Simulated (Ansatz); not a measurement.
`[OH][Ga]([F])[CH2]Br` + HBr → `[OH][Ga]([F])[Br]` + `CBr`  (ligand exchange at a Ga–C bond)

Isolated molecules relaxed with PBE0-D4/def2-TZVP in Ansatz; ΔE leaves out vibrations. CCSD(T)/CBS adds triple-zeta CCSD(T) − MP2 to the extrapolated MP2 energy (def2 sets, frozen cores). DFT in def2-TZVPP. B3LYP here is the variant with VWN-RPA as its local correlation; programs differ in this. HSE06 is defined as in plane-wave codes. For Br, Ga outer-core shells are correlated without core-valence functions, which leaves a few kJ/mol of doubt a bond. Scalar relativity is left out up to krypton. One conformer a species, not always the lowest.

`[OH][Ga]([F])[CH2]Br`:

Z-matrix (Å, degrees):
```
C
Br 1 1.944
Ga 1 1.959 2 109.7
H 1 1.088 2 107.2 3 121.7
H 1 1.088 2 107.2 3 -121.7
F 3 1.749 1 119.0 2 -180.0
O 3 1.767 1 127.5 2 0.1
H 7 0.961 3 112.6 1 -0.0
```

HBr:

Z-matrix (Å, degrees):
```
Br
H 1 1.420
```

`[OH][Ga]([F])[Br]`:

```xyz
5

O    -0.552    0.643   -1.131
Ga    0.392   -0.153    0.126
F     2.072   -0.417   -0.213
Br   -0.437   -0.837    2.112
H    -1.475    0.764   -0.893
```

`CBr`:

Cartesian coordinates in Å:
```
C -0.171 -0.072 0.008
Br 1.607 0.682 -0.074
H -0.216 -0.731 0.870
H -0.343 -0.624 -0.912
H -0.878 0.746 0.108
```

```
          level  ΔE (kcal/mol)
        BLYP-D4          -29.6
        PBE0-D4          -31.2
       HSE06-D4          -31.3
        ωB97M-V          -30.7
       PBE-QIDH          -32.4
          B3LYP          -32.1
        r2SCAN0          -32.9
CCSD/def2-TZVPP          -31.2
```

Task: What does CCSD(T)/CBS give? (Estimate.)

Result: Computed: -29.6 kcal/mol. The listed levels differ from it by 0.0, -1.6, -1.7, -1.1, -2.8, -2.5, -3.3, -1.6 kcal/mol.

Largest T1 diagnostic among the species: 0.012.

At CCSD(T), def2-SVP lies −1.7 kcal/mol from the extrapolated value and def2-TZVPP −0.9 kcal/mol. From r2SCAN to r2SCAN0 (25 % exact exchange), in def2-TZVPP and without D4, ΔE moves by −0.9 kcal/mol.

CCSD(T)/CBS has its own doubt, a few kJ/mol and more with outer-core shells, so smaller differences from it don't rank the levels.
